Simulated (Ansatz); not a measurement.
```yaml
crystal:
  periodic: [false, false, false]
  atoms:
    - {symbol: B, position_ang: [-0.671499, 2.401598, -2.442471]}
    - {symbol: N, position_ang: [-0.435984, 0.557188, -0.017468]}
    - {symbol: C, position_ang: [1.546845, -2.130168, 0.318287]}
    - {symbol: Al, position_ang: [-0.942370, -1.016875, 3.493125]}
    - {symbol: H, position_ang: [0.787834, 1.962449, -4.607863]}
    - {symbol: H, position_ang: [-2.355098, 4.437704, -2.336159]}
    - {symbol: H, position_ang: [1.016414, -3.918123, -1.188569]}
    - {symbol: H, position_ang: [3.888726, -1.620033, 0.254095]}
    - {symbol: H, position_ang: [-2.640610, -0.775600, 6.489622]}
basis:
  gaussian: {orbitals: "6-31G*"}
magnetization: {spin_polarized: true, initial_magnetization: 2}
hamiltonian: {xc: {name: SVWN5}}
```

```sh
$ ansatz run in.yaml --threads 2 --pin off --events-out ev --progress --plain --max-ram 4352MiB
```

Shortened log:

```
Functional definition: SVWN5
  name "SVWN5"
  cite "Dirac, Proc. Camb. Phil. Soc. 26, 376 (1930) doi:10.1017/S0305004100016108"
  cite "Slater, Phys. Rev. 81, 385 (1951) doi:10.1103/PhysRev.81.385"
  cite "Vosko, Wilk & Nusair, Can. J. Phys. 58, 1200 (1980) doi:10.1139/p80-159"
  exchange = slater_x
  correlation = vwn5_c
912 factors; their error is unknown
mean field evaluation 1: about -9729.7465 eV, gradient 8.1e1 eV
mean field evaluation 2: about -9379.5805 eV, gradient 1.2e2 eV
mean field evaluation 4: about -9645.0151 eV, gradient 1.0e2 eV
mean field evaluation 8: about -9784.2449 eV, gradient 1.8e1 eV
mean field evaluation 16: about -9788.6292 eV, gradient 5.7e-1 eV
mean field evaluation 32: about -9788.8523 eV, gradient 1.1e-4 eV
mean field -9789.05515156 eV, -359.7411415600 hartree, gradient 5.0e-6 eV, S^2 4.704945; 12 other end points of the search recorded, 0 dependent functions left out
reference -9789.05521603 eV, -359.7411439293 hartree; 19, 17 occupied and 55, 57 virtual orbitals, 912 factors
Total energy: -9789.05521603 eV, -359.7411439293 hartree
```

In this input the geometry is stretched to more than twice its size. The run converged. The result belongs to that input, not to the molecule as meant.
